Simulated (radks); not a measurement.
Task: The mean radii <r> (bohr) of the occupied orbitals of an atom or ion are listed with their occupations. All-electron calculation, Dirac Kohn-Sham, B86b exchange with PBE correlation, spin-unpolarised, spherical densities, point nucleus. Program: a radial shooting solver on a logarithmic mesh with Libxc functionals.

orbital  occ.      <r>
1s1/2       2  0.06958
2s1/2       2   0.3247
2p1/2       2   0.2880
2p3/2       4   0.2907
3s1/2       2    1.007
3p1/2       2    1.080
3p3/2       4    1.088
3d3/2     0.8    1.516
3d5/2     1.2    1.521
4s1/2       1    3.183

Name the element and its charge. Open shells, if any, are shared by 2j + 1.

Result: Z = 22, titanium, charge +1: Ti+ in [Ar] 3d2 4s1. The 1s radius gives Z: for a bare nucleus <r> = (2 gamma + 1)/(2Z) with gamma = sqrt(1 - (Z/c)^2), 0.06759 bohr for Z = 22, and screening makes it slightly larger (0.06958 here). The occupations add up to 21, and the charge is Z minus that.
